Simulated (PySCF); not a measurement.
glyoxal (C2H2O2), singlet, geometry from GFN2-xTB; PySCF with PW6B95/def2-SVP.

The PySCF input:
```python
from pyscf import gto, scf, dft

mol = gto.M(
    atom='''
C     0.02026430    0.75833993    0.00748046
C    -0.02026430   -0.75833993   -0.00748046
O     1.03960208    1.38537393    0.03158832
H    -0.97907997    1.22841153   -0.00597192
O    -1.03960208   -1.38537393   -0.03158832
H     0.97907997   -1.22841153    0.00597192
''',
    basis='def2-svp',
    verbose=4,
)

mf = dft.RKS(mol)
mf.xc = 'pw6b95'
mf.kernel()
```

What the program printed (banner, timings and long lists left out):

```
PySCF version 2.14.0

[INPUT] verbose = 4
[INPUT] num. atoms = 6
[INPUT] num. electrons = 30
[INPUT] charge = 0
[INPUT] spin (= nelec alpha-beta = 2S) = 0
[INPUT] symmetry False subgroup None
[INPUT] Mole.unit = angstrom
[INPUT] Symbol           X                Y                Z      unit          X                Y                Z       unit  Magmom
[INPUT]  1 C      0.020264300000   0.758339930000   0.007480460000 AA    0.038293977106   1.433054777022   0.014136020686 Bohr   0.0
[INPUT]  2 C     -0.020264300000  -0.758339930000  -0.007480460000 AA   -0.038293977106  -1.433054777022  -0.014136020686 Bohr   0.0
[INPUT]  3 O      1.039602080000   1.385373930000   0.031588320000 AA    1.964563209728   2.617977307812   0.059693273535 Bohr   0.0
[INPUT]  4 H     -0.979079970000   1.228411530000  -0.005971920000 AA   -1.850192997347   2.321361359958  -0.011285293238 Bohr   0.0
[INPUT]  5 O     -1.039602080000  -1.385373930000  -0.031588320000 AA   -1.964563209728  -2.617977307812  -0.059693273535 Bohr   0.0
[INPUT]  6 H      0.979079970000  -1.228411530000   0.005971920000 AA    1.850192997347  -2.321361359958   0.011285293238 Bohr   0.0

nuclear repulsion = 102.22683584239
number of shells = 30
number of NR pGTOs = 110
number of NR cGTOs = 66
basis = def2-svp
ecp = {}

******** <class 'pyscf.dft.rks.RKS'> ********
method = RKS
initial guess = minao
damping factor = 0
level_shift factor = 0
DIIS = <class 'pyscf.scf.diis.CDIIS'>
diis_start_cycle = 1
diis_space = 8
diis_damp = 0
SCF conv_tol = 1e-09
SCF conv_tol_grad = None
SCF max_cycles = 50
direct_scf = True
direct_scf_tol = 1e-13
XC library pyscf.dft.libxc version 7.1.2
    S. Lehtola, C. Steigemann, M. J. T. Oliveira, and M. A. L. Marques,  SoftwareX 7, 1–5 (2018)
XC functionals = pw6b95
    Y. Zhao and D. G. Truhlar,  J. Phys. Chem. A 109, 5656 (2005)
radial grids:
    Treutler-Ahlrichs [JCP 102, 346 (1995); DOI:10.1063/1.469408] (M4) radial grids

becke partition: Becke, JCP 88, 2547 (1988); DOI:10.1063/1.454033
pruning grids: <function nwchem_prune>
grids dens level: 3
symmetrized grids: False
atomic radii adjust function: <function treutler_atomic_radii_adjust>
small_rho_cutoff = 0
Set gradient conv threshold to 3.16228e-05
Initial guess from minao.
tot grids = 76016
init E= -228.405770987878
  HOMO = -0.304149396872396  LUMO = -0.179475401282778  gap/eV = 3.39255
cycle= 1 E= -227.68250058944  delta_E= 0.723  |g|= 1.05  |ddm|= 2.72
  HOMO = -0.180443910616886  LUMO = -0.048919801788879  gap/eV = 3.57895
cycle= 2 E= -226.86526792411  delta_E= 0.817  |g|= 2.31  |ddm|= 2.73
  HOMO = -0.274132030306827  LUMO = -0.0990594549120836  gap/eV = 4.76397
cycle= 3 E= -227.909083707071  delta_E= -1.04  |g|= 0.0709  |ddm|= 1.96
  HOMO = -0.292825929018423  LUMO = -0.113443356873851  gap/eV = 4.88125
cycle= 4 E= -227.909866924618  delta_E= -0.000783  |g|= 0.0394  |ddm|= 0.125
  HOMO = -0.287178275250007  LUMO = -0.105563331527328  gap/eV = 4.94199
cycle= 5 E= -227.91023992145  delta_E= -0.000373  |g|= 0.00764  |ddm|= 0.04
  HOMO = -0.287692156538597  LUMO = -0.105810753037881  gap/eV = 4.94925
cycle= 6 E= -227.910250647518  delta_E= -1.07e-05  |g|= 0.00163  |ddm|= 0.00757
  HOMO = -0.287803372031203  LUMO = -0.105856878246692  gap/eV = 4.95102
cycle= 7 E= -227.910251178929  delta_E= -5.31e-07  |g|= 5.66e-05  |ddm|= 0.00245
  HOMO = -0.287804570006841  LUMO = -0.10585368281783  gap/eV = 4.95114
cycle= 8 E= -227.910251179766  delta_E= -8.37e-10  |g|= 1.12e-05  |ddm|= 8.64e-05
  HOMO = -0.287803120998369  LUMO = -0.105851719618416  gap/eV = 4.95115
Extra cycle  E= -227.910251179767  delta_E= -4.55e-13  |g|= 1.1e-05  |ddm|= 1.79e-05
converged SCF energy = -227.910251179767
```
